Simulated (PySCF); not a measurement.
# Electron correlation in Ta⁺ (tantalum, charge +1)

[Xe] 4f14 5d4, high-spin 5D determinant (an excited configuration). All numbers are calculated (PySCF 2.14, a scalar-relativistic core potential, in def2-TZVPPD with the def2 core potential (60 electrons)). Frozen: 5s2 5p6; 4 electrons correlated.

| level | correlation energy (mhartree) |
| --- | --- |
| CCSD | -38.08 |
| (T) | -0.60 |
| CCSD(T) | -38.68 |

Diagnostics: T1 = 0.0039, D1 = 0.0060, largest double amplitude 0.026.

Question: Is a single reference adequate?

Answer: Yes, within this model without spin-orbit coupling: T1 lies below 0.03 and no double amplitude reaches 0.07.
